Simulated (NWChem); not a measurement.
Molecule: C4H3N2, doublet; SMILES c1nc[c]cn1

In the optimisation the excess spin sits in a1 (C2v, its own frame).

Give the equilibrium geometry at B3LYP/6-31G* (spherical d), spin-unrestricted (NWChem) as an XYZ file, with the point group.

point group C2v; any orientation.
```
9

C      0.0000     0.0000     1.3650
C      1.2021     0.0000     0.6901
N      1.2008     0.0000    -0.6579
C      0.0000     0.0000    -1.2455
N     -1.2008     0.0000    -0.6579
C     -1.2021     0.0000     0.6901
H      2.1700     0.0000     1.1859
H      0.0000     0.0000    -2.3339
H     -2.1700     0.0000     1.1859
```
